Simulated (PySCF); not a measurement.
Exercise with solution: entropy of an ideal gas

Mg(Cl)(NH2) (ClH2MgN), SMILES [NH2][Mg][Cl].

Coordinates come from a r2SCAN-D4/def2-TZVP optimisation. Other conformers were not sampled.

r2SCAN-D4/def2-TZVP (PySCF) gives the harmonic wavenumbers 117, 127, 290, 400, 526, 760, 1559, 3552, 3631 cm⁻¹ and the rotational temperatures 18.2869, 0.1195, 0.1187 K. The molar mass is 75.78 g/mol, the symmetry number 2, the spin multiplicity 1.

### Question
Work out the entropy at 298.15 K and 1 atm in the rigid-rotor, harmonic-oscillator model.

### Answer

Translation (Sackur–Tetrode at 1 atm): S = R[1.5 ln M + 2.5 ln T − 1.16487] = 162.7 J/(mol K).
Rotation: q = (√π/σ) T^1.5/√(θA θB θC) = 8960, S = R[ln q + 3/2] = 88.1 J/(mol K).
Vibration: with u = 1.4388 ν/T, each mode gives R[u/(e^u − 1) − ln(1 − e^−u)]:
| ν (cm⁻¹) | modes | u | S (J/(mol K)) |
|---|---|---|---|
| 117 | 1 | 0.56 | 13.18 |
| 127 | 1 | 0.61 | 12.51 |
| 290 | 1 | 1.40 | 6.17 |
| 400 | 1 | 1.93 | 4.03 |
| 526 | 1 | 2.54 | 2.49 |
| 760 | 1 | 3.67 | 1.01 |
| 1559 | 1 | 7.52 | 0.04 |
The stiffer modes add less than 0.005 each. Sum 39.4 J/(mol K).
Spin: R ln 1 = 0.0 J/(mol K).
Total 290.3 J/(mol K); the program's own thermochemistry gives 290.3. Translation makes up 56 % and vibration 14 %. Anharmonicity, hindered rotation and orbital degeneracy are left out.
